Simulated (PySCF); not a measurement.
From one molecule to another.

First species: C₂H₃F₅OSi.
Geometry (GFN2-xTB, Å), atoms numbered from 1 in this order:
```xyz
12
C2H3F5OSi angstrom
O      1.8690    0.2267    0.9377
Si     1.1951   -0.8750   -0.0142
C     -0.4835   -0.1655   -0.7217
F     -1.2843   -1.1509   -1.2090
F     -0.2490    0.6754   -1.7737
C     -1.2788    0.6203    0.3176
F     -0.5876    1.7104    0.6918
F     -2.4767    1.0347   -0.0869
F     -1.4615   -0.1165    1.4205
H      1.9758    1.1629    0.7773
H      0.8412   -1.9687    0.8674
H      1.9415   -1.1543   -1.2330
```

Second species: C₅H₁₁O₂P.
Geometry (GFN2-xTB, Å), atoms numbered from 1 in this order:
```xyz
19
C5H11O2P angstrom
C      2.678    0.228    0.495
C      1.903   -0.035   -0.787
C      0.496    0.546   -0.717
P     -0.434   -0.255    0.650
O     -0.331   -1.716    0.702
C     -2.183    0.395    0.477
C     -3.090   -0.593   -0.172
O     -2.478    1.491    0.865
H      2.727    1.295    0.708
H      3.692   -0.156    0.414
H      2.188   -0.277    1.328
H      1.825   -1.114   -0.942
H      2.432    0.395   -1.641
H      0.506    1.625   -0.563
H     -0.050    0.332   -1.643
H     -0.029    0.421    1.802
H     -2.650   -0.897   -1.123
H     -3.120   -1.484    0.456
H     -4.091   -0.195   -0.319
```

Levels: PBE0/def2-SVPD for dipole moment, HOMO energy, LUMO energy, HOMO–LUMO gap, static isotropic polarisability and electronic spatial extent ⟨r²⟩ about the centre of nuclear charge; TDDFT PBE0/def2-SVPD for lowest singlet excitation; TDA PBE0/def2-SVPD for lowest triplet excitation (Tamm–Dancoff); GFN2-xTB for rotational constant A and rotational constant C. Geometries: GFN2-xTB. Each species is one conformer at its optimised geometry, gas phase, non-relativistic unless stated; the electronic structure was computed with PySCF and density fitting.

The conformers computed, where there is a choice (atom-mapped SMILES and torsion angles):
- `[OH:1][SiH2:2][C:3]([F:4])([F:5])[C:6]([F:7])([F:8])[F:9]`: O1–Si2–C3–F4 -162°, Si2–C3–C6–F7 64°, H–O1–Si2–C3 -45°
- `[CH3:1][CH2:2][CH2:3][P@H:4](=[O:5])[C:6]([CH3:7])=[O:8]`: C1–C2–C3–P4 -62°, C2–C3–P4–O5 -47°, C3–P4–C6–C7 101°

Values for the first species:

| Quantity | Value |
| --- | --- |
| Dipole moment | 2.18 D |
| HOMO energy | -9.11 eV |
| LUMO energy | -0.54 eV |
| HOMO–LUMO gap | 8.57 eV |
| Lowest singlet excitation | 7.14 eV |
| Lowest triplet excitation (Tamm–Dancoff) | 6.68 eV |
| Static isotropic polarisability | 57.4 au |
| Electronic spatial extent ⟨r²⟩ about the centre of nuclear charge | 1195 bohr² |
| Rotational constant A | 1.824 GHz |
| Rotational constant C | 1.018 GHz |

Question: Estimate the same properties for the second species, and the change in each.

Answer: 
```csv
property,first,second,second less first
dipole moment,2.18 D,2.34 D,+0.16 D
HOMO energy,-9.11 eV,-7.20 eV,+1.91 eV
LUMO energy,-0.54 eV,-1.58 eV,-1.04 eV
HOMO–LUMO gap,8.57 eV,5.62 eV,-2.95 eV
lowest singlet excitation,7.14 eV,3.63 eV,-3.51 eV
lowest triplet excitation (Tamm–Dancoff),6.68 eV,3.02 eV,-3.66 eV
static isotropic polarisability,57.4 au,89.6 au,+32.2 au
electronic spatial extent ⟨r²⟩ about the centre of nuclear charge,1195 bohr²,1403 bohr²,+208 bohr²
rotational constant A,1.824 GHz,3.233 GHz,+1.409 GHz
rotational constant C,1.018 GHz,0.897 GHz,-0.121 GHz
```

On the first: The principal polarisabilities are 54.6, 55.9 and 61.7 au; their mean is the isotropic value. The polarisability is 8.50 Å³ as a volume (1 au = 0.148185 Å³), or 0.70 au for each of the 82 electrons.

On the second: The vertical singlet–triplet gap S1 − T1 is 0.61 eV (TDDFT singlet less Tamm–Dancoff triplet; S1: HOMO→LUMO, weight 0.96; T1: HOMO→LUMO, weight 0.94). The principal polarisabilities are 76.7, 85.2 and 107.0 au; their mean is the isotropic value.
